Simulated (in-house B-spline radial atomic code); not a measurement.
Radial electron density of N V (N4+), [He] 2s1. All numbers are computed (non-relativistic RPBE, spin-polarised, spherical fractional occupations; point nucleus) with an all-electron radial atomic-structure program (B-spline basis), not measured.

Columns: r (bohr), 4πr²n(r) (electrons per bohr), bar.

```
  0.0083   0.1596 #
 0.00966   0.2121 #
  0.0113   0.2836 ##
  0.0131   0.3717 ##
  0.0153   0.4915 ###
  0.0178   0.6424 ####
  0.0207   0.8341 #####
  0.0241    1.078 ######
  0.0281    1.386 ########
  0.0327    1.759 ###########
   0.038    2.206 #############
  0.0443    2.746 #################
  0.0516    3.365 ####################
  0.0601    4.055 ########################
    0.07    4.794 #############################
  0.0815     5.54 #################################
  0.0949    6.241 ######################################
    0.11    6.809 #########################################
   0.129    7.211 ###########################################
    0.15    7.313 ############################################
   0.174    7.091 ###########################################
   0.203    6.507 #######################################
   0.237      5.6 ##################################
   0.275    4.528 ###########################
   0.321    3.364 ####################
   0.374    2.336 ##############
   0.435    1.574 #########
   0.507    1.124 #######
    0.59   0.9719 ######
   0.687    1.007 ######
     0.8    1.088 #######
   0.932    1.087 #######
    1.08   0.9567 ######
    1.26   0.7136 ####
    1.47   0.4444 ###
    1.71   0.2316 #
    1.99  0.09776 #
    2.32  0.03155 
    2.71 0.007346 
    3.15 0.001282 
    3.67 0.0001463
```

On this grid the curve has 2 maxima, near 0.15, 0.8 bohr.

The 1s up radial function P(r) = rR(r), positive near the nucleus:

```
r (bohr)        P
 0.00286  0.09909
 0.00387   0.1331
 0.00525   0.1789
 0.00712   0.2394
 0.00966   0.3191
  0.0131   0.4224
  0.0178   0.5553
  0.0241   0.7194
  0.0327   0.9192
  0.0443    1.149
  0.0601    1.396
  0.0815    1.633
    0.11    1.813
    0.15    1.884
   0.203    1.786
   0.275    1.502
   0.374     1.07
   0.507   0.6164
   0.687   0.2683
   0.932  0.07966
    1.26   0.0143
```
